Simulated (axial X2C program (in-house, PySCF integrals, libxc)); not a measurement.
# Outer orbitals of BeSb at 2.369 Å, HF

All values were computed with an axial X2C code built on PySCF integrals. Spin-free means the one-electron spin-free X2C Hamiltonian; two-component (2c) means X2C with spin–orbit coupling and atomic mean-field two-electron Coulomb and Gaunt terms, so the difference of the two also holds small scalar two-electron terms. Basis: Sb dyall-cv3z [11s12p8d4f1g], Be dyall-cv3z [8s8p3d1f] (cores contracted in-house); Gaussian nuclei, density fitting, unrestricted open shells. Masses: Sb 120.904 u, Be 9.012 u.

The distance is close to the 2c PBE0 minimum; the highest filled and lowest empty levels are listed.

Spin-free orbitals, state M_S = 3/2, Λ = 0 (beyond evenly filled blocks: σα, π+α, π-α) (Löwdin shares):

```
symmetry  occupied  ε (eV)              atomic character
      σα       yes  -19.72  73% Sb s, 13% Be p, 10% Be s
      σβ       yes  -15.76  69% Sb s, 14% Be p, 13% Be s
      σα       yes  -10.73   49% Sb p, 42% Be s, 5% Sb s
      σβ       yes   -9.02  62% Sb p, 20% Be s, 10% Sb s
     π+α       yes   -8.96    88% Sb p, 9% Be p, 3% Be d
     π-α       yes   -8.96    88% Sb p, 9% Be p, 3% Be d
      σα       yes   -7.85  51% Be p, 24% Sb p, 21% Be s
     π-β        no    0.04            60% Sb p, 38% Be p
     π+β        no    0.04            60% Sb p, 38% Be p
      σβ        no    0.84   57% Be s, 31% Be p, 6% Sb p
     π+α        no    0.98    87% Be p, 7% Sb p, 4% Sb d
     π-α        no    0.98    87% Be p, 7% Sb p, 4% Sb d
```

Spinors with spin–orbit coupling (state Ω = 3/2):

| ω | occupied | ε (eV) | atomic character | λ mixture |
| --- | --- | --- | --- | --- |
| 1/2 | yes | -19.66 | 73% Sb s, 13% Be p, 10% Be s | 100% σ |
| -1/2 | yes | -15.80 | 69% Sb s, 14% Be p, 13% Be s | 100% σ |
| 1/2 | yes | -10.74 | 49% Sb p, 42% Be s, 5% Sb s | 99% σ, 1% π |
| -1/2 | yes | -9.25 | 81% Sb p, 7% Be p, 6% Be s | 67% π, 33% σ |
| -1/2 | yes | -8.97 | 69% Sb p, 14% Be s, 8% Be p | 67% σ, 33% π |
| 3/2 | yes | -8.69 | 87% Sb p, 10% Be p, 3% Be d | 100% π |
| 1/2 | yes | -7.88 | 50% Be p, 25% Sb p, 22% Be s | 98% σ, 2% π |
| 1/2 | no | -0.02 | 62% Sb p, 36% Be p | 98% π, 2% σ |
| -3/2 | no | 0.11 | 58% Sb p, 40% Be p | 100% π |
| -1/2 | no | 0.82 | 55% Be s, 33% Be p, 6% Sb p | 97% σ, 3% π |
| -1/2 | no | 0.97 | 86% Be p, 7% Sb p, 4% Sb d | 97% π, 3% σ |

Mulliken charges and populations of the two-component result (they depend on the basis, above all on diffuse functions):

Sb -0.13 e (s 9.91 p 21.19 d 20.03), Be 0.13 e (s 3.14 p 0.70 d 0.02). ⟨Lz⟩ = 0.03 ħ and ⟨Sz⟩ = 1.47 ħ (1.06 and 0.41 on the two atoms), which add up to Ω.

The state is one determinant whose occupation by symmetry is held fixed; it was picked as the lowest of a PBE0 search that is not exhaustive. PBE0 can misorder states that lie within some tenths of an eV, so this need not be the ground state of the molecule. The nearest other spin-free determinant of the search, M_S = 1/2, Λ = 0, lies 0.13 eV up at the distance of the search. With several unpaired electrons one determinant need not be a pure state. This is the top spin component of a Σ state; components of lower Ω are not single determinants and can lie lower.
